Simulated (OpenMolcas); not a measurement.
Ho3+: moving or changing the point charges

Ho3+ among 8 point charges of -1 e arranged as a hexagonal bipyramid (D6h), 2.39 Å from the ion, with the axial distance 2.653 Å.
```
   2.3900    0.0000    0.0000  -1.00
   1.1950    2.0698    0.0000  -1.00
  -1.1950    2.0698    0.0000  -1.00
  -2.3900    0.0000    0.0000  -1.00
  -1.1950   -2.0698    0.0000  -1.00
   1.1950   -2.0698    0.0000  -1.00
   0.0000    0.0000    2.6529  -1.00
   0.0000    0.0000   -2.6529  -1.00
```

```yaml
Program: OpenMolcas
Method: CASSCF
Basis: ANO-RCC-VTZP [8s7p5d3f2g1h]
Scalar_Hamiltonian: DKH2, point nucleus
Active_space: 10 electrons in 7 orbitals (4f)
State_averaging: 2S+1 = 5 even, 35 roots (30 in the spin-orbit step); 2S+1 = 3 even, 101 roots kept (CI in the orbitals of an earlier block); 2S+1 = 1 even, 31 roots kept (CI in the orbitals of an earlier block)
Spin-orbit_coupling: state interaction with AMFI integrals over the reference wave functions
```

Runs around this geometry, states. Energies in cm-1 above the lowest state or level, χT in cm3 K/mol.

```csv
R (Å),q (e),Ground state,First state of that spin,First gap with spin-orbit (degeneracies),Width of lowest J,χT at 300 K
2.39,-0.5,2S+1 = 5,14.1,"6.4 (1, 2)",210,13.922
2.39,-1,2S+1 = 5,29.2,"13.2 (1, 2)",425,13.882
2.64,-1,2S+1 = 5,19.0,"8.7 (1, 2)",313,13.909
2.74,-1,2S+1 = 5,16.3,"7.5 (1, 2)",279,13.915
```

Taking the width of the lowest J multiplet as R^-n, n = -ln(279 / 425) / ln(2.74 / 2.39) = 3.1 between the shortest and longest distance.

Scaling the charges by -0.5 / -1 = 0.50 scales the width of the lowest J multiplet by 210 / 425 = 0.49; with fixed orbitals a first-order splitting would follow the charge.

High states are left out of the spin-orbit mixing, which shifts the levels that they would mix with. Point charges carry no covalency, so the field is a model and not that of real ligands. An unlabelled pair can be two single states that coincide in this model. A group larger than the point group allows holds several states that coincide in this model. No measured value stands beside these numbers.

A state without a sure symmetry label is named by its multiplicity alone.
